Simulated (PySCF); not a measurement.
## Telling isomers of C$_{8}$H$_{9}$F apart by NMR

Theoretical values (PySCF 2.14.0 with density-fitted response routines): GFN2-xTB geometry, GIAO PBE0/pcSseg-1 shieldings. Averaged over atoms made equivalent by symmetry, fast rotation or ring inversion, one computed conformer, in vacuum, non-relativistic Hamiltonian.

References, each an isolated molecule treated in the same way: TMS for $^{1}$H (σ = 31.72 ppm), $^{13}$C (σ = 186.93 ppm). Splittings of carbon signals by F and P are missing where no couplings were computed. Where no couplings were computed, multiplicities follow the n + 1 count of equivalent neighbours, and m marks all less simple cases (inequivalent or close neighbours, rings, F or P nearby). Shifts are as computed. Against solution values, carbons near 30 ppm lie about +3 ppm off and those near 130 ppm about +5 ppm. Of 1211 compounds with measured shifts, 218 miss one by over three times the rms of a fit or turn the order of signals round; such compounds aren't used in these exercises.

(1) Tabulate the signals of `C=C1C=CC(CC)=C1F`, `CCc1cccc(F)c1`, `C=CC1=CCC(F)=CC1` and their relative energies.

(2) What is the quickest way to tell C=C1C=CC(CC)=C1F from CCc1cccc(F)c1?

(3) What is the quickest way to tell C=C1C=CC(CC)=C1F from C=CC1=CCC(F)=CC1?

(4) What is the quickest way to tell CCc1cccc(F)c1 from C=CC1=CCC(F)=CC1?

Results:

(1) 
```tsv
SMILES	carbon types	δC	δH	E rel. (kcal/mol)
C=C1C=CC(CC)=C1F	3×C 2×CH 2×CH2 1×CH3	161.5, 151.8, 139.3, 132.1, 129.2, 120.8, 22.3, 16.9	6.43 (m, 1H), 6.33 (m, 1H), 6.03 (m, 1H), 5.82 (m, 1H), 2.42 (q, 2H), 1.15 (t, 3H)	37.6
CCc1cccc(F)c1	2×C 4×CH 1×CH2 1×CH3	173.3, 154.2, 135.9, 128.3, 120.5, 118.2, 35.1, 22.3	7.58 (m, 1H), 7.20 (d, 1H), 7.18 (m, 1H), 7.17 (m, 1H), 2.65 (q, 2H), 1.22 (t, 3H)	0.0
C=CC1=CCC(F)=CC1	2×C 3×CH 3×CH2	167.3, 146.6, 140.0, 133.4, 118.2, 106.4, 32.1, 28.7	6.66 (m, 1H), 5.92 (m, 1H), 5.56 (m, 1H), 5.36 (m, 1H), 5.30 (m, 1H), 3.18 (m, 2H), 3.08 (m, 2H)	34.0
```

Energies are electronic energies at PBE0/pcSseg-1 on these geometries, without zero-point or thermal terms, each for the one conformer computed, which needn't be the lowest.

(2) Both give the same number of carbon signals, but DEPT or the intensities differ. The first has a terminal =CH2 carbon at 129.2 ppm, the second an sp3 CH2 on an aromatic ring at 35.1 ppm. Their most deshielded carbons lie at 161.5 and 173.3 ppm. In the proton spectra the most deshielded non-exchanging signals are 6.43 (m, 1H) and 7.58 (m, 1H).

(3) Both give the same number of carbon signals, but DEPT or the intensities differ. The first has a methyl carbon (CH3) at 16.9 ppm, the second an alkene CH at 106.4 ppm. Their most deshielded carbons lie at 161.5 and 167.3 ppm.

(4) Both give the same number of carbon signals, but DEPT or the intensities differ. The first has a methyl carbon (CH3) at 22.3 ppm, the second a terminal =CH2 carbon at 118.2 ppm. Their most deshielded carbons lie at 173.3 and 167.3 ppm. In the proton spectra the most deshielded non-exchanging signals are 7.58 (m, 1H) and 6.66 (m, 1H).
